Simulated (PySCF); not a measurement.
F₂H₄O₃Si₂, SMILES O[Si](O)(O)[SiH](F)F.

Geometry optimised at PBE0-D3(BJ)/def2-SVP. This is a generated structure with no PubChem entry under its InChIKey; it may be hypothetical. One conformer was computed; it need not be the lowest.

Computed with TDA-PBE/def2-SVPD in PySCF 2.14.0.

Vertical excitations. Gas-phase values at a fixed geometry.

| state | energy (eV) | λ (nm) | f | main pairs |
|---|---|---|---|---|
| S1 | 6.05 | 205 | 0.027 | HOMO→LUMO 95 % |
| S2 | 6.25 | 198 | 0.076 | HOMO→LUMO+1 77 %, HOMO→LUMO+2 18 % |
| S3 | 6.39 | 194 | 0.038 | HOMO→LUMO+2 76 %, HOMO→LUMO+1 16 % |
| S4 | 6.65 | 187 | 0.019 | HOMO−1→LUMO 91 % |
| S5 | 6.92 | 179 | 0.021 | HOMO−1→LUMO+1 93 % |
| S6 | 7.14 | 174 | 0.019 | HOMO−2→LUMO 54 %, HOMO−1→LUMO+2 43 % |
| S7 | 7.18 | 173 | 0.027 | HOMO−1→LUMO+2 49 %, HOMO−2→LUMO 40 % |
| S8 | 7.30 | 170 | 0.009 | HOMO−2→LUMO+1 86 % |
| S9 | 7.43 | 167 | 0.007 | HOMO−3→LUMO 88 % |
| S10 | 7.53 | 165 | 0.014 | HOMO→LUMO+4 62 %, HOMO→LUMO+3 34 % |
| T1 | 5.30 | 234 | 0 | HOMO→LUMO 99 % |
| T2 | 5.57 | 222 | 0 | HOMO→LUMO+1 97 % |
| T3 | 6.14 | 202 | 0 | HOMO→LUMO+2 98 % |
| T4 | 6.45 | 192 | 0 | HOMO−1→LUMO 99 % |
Triplets are in the Tamm–Dancoff approximation.
